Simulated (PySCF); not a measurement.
Molecule: In(Cl)(OH)2(NH3), H₅ClInNO₂, singlet. Atoms near the plane z = 0.0 Å, at the B3LYP/def2-SVP optimised geometry (x, y, z in Å): In1 (-0.3, 0.1, 0.0), Cl2 (-1.4, -1.8, -0.7), O3 (1.7, 0.1, 0.0), H4 (2.1, 0.2, -0.9), O5 (-1.3, 1.8, 0.0), H6 (-2.1, 1.8, -0.6).

Level of theory: PySCF 2.14.0 with B3LYP/def2-TZVP, def2 effective core potentials past Kr. The core electrons that the potentials of In replace are not part of the density. Cells within 0.4 Å of a nucleus heavier than hydrogen are left out (blank, or x). The values are rescaled to run from 0 to 1.

```
|111111111111111111111111111|
|111111111111111111111111111|
|111111111111111111111111111|
|111111111111111111111111111|
|111111111222111111111111111|
|111111111222211111111111111|
|111111111442211111111111111|
|111111122xx3211111111111111|
|111111143xx3211111111111111|
|111111123354211112221111111|
|111111112342111122222111111|
|111111112210011235532111111|
|111111111113xx0256x41111111|
|111111111110xx025xxx1111111|
|111111111111210246942111111|
|111111122221111123322111111|
|111111222232111122222111111|
|111112222232211112221111111|
|111112222222211111111111111|
|111112222322211111111111111|
|111111222222211111111111111|
|111111112222211111111111111|
|111111111121111111111111111|
|111111111111111111111111111|
|111111111111111111111111111|
|111111111111111111111111111|
|111111111111111111111111111|
```
Scale: ten equal steps from 0.000 (start of '0') to 1.00 (end of '9'), in the order '0123456789'; x runs from -4.50 to 4.50, y from -4.50 (bottom) to 4.50 (top).

Q: Which quantity is mapped?
(A) electrostatic potential
(B) Laplacian of the electron density
(C) an orbital amplitude
(D) deformation density (molecule minus spherical neutral atoms)

A: D, deformation density (molecule minus spherical neutral atoms). In full: deformation density (molecule minus spherical neutral atoms) (e/bohr³).
